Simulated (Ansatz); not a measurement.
Program: Ansatz. Geometries: PBE0-D4/def2-TZVP. ΔE: electronic, gas phase. CCSD(T)/CBS is the MP2 limit (def2-TZVPP, def2-QZVPP) plus CCSD(T) − MP2 in def2-TZVPP, frozen cores. This one scheme is used for every species. DFT in def2-TZVPP. For Mg outer-core shells are correlated without core-valence functions, which leaves a few kJ/mol of doubt a bond. One conformer a species, not always the lowest.

Reaction (ligand exchange at a Mg–N bond): `[SiH3][O][Mg][N]([SiH3])[SiH3]` + silanol → `[SiH3][O][Mg][O][SiH3]` + `[SiH3]N[SiH3]`

| level | ΔE (kcal/mol) |
| --- | --- |
| CAM-B3LYP-D4 | -15.8 |
| PBE-QIDH | -14.0 |
| revPBE | -13.5 |
| CCSD/def2-SVP | -17.2 |

Question: What does CCSD(T)/CBS give? (Best estimate.)

Answer: The calculation gave: -14.0 kcal/mol. The listed levels differ from it by -1.8, 0.0, 0.5, -3.2 kcal/mol.

Largest T1 diagnostic among the species: 0.011.

Leaving LDA and LC-ωPBE aside and taking each functional with its dispersion term where it has one, the values, not all of them listed here, spread over 3.6 kcal/mol, from CAM-B3LYP-D4 to revPBE-D4. From BLYP to BHLYP (50 % exact exchange), in def2-TZVPP and without D4, ΔE moves by −0.9 kcal/mol. In def2-TZVPP, CCSD(T) changes the Hartree–Fock value by +4.0 kcal/mol (the triples alone add +0.9 kcal/mol) and MP2 by +3.8 kcal/mol.
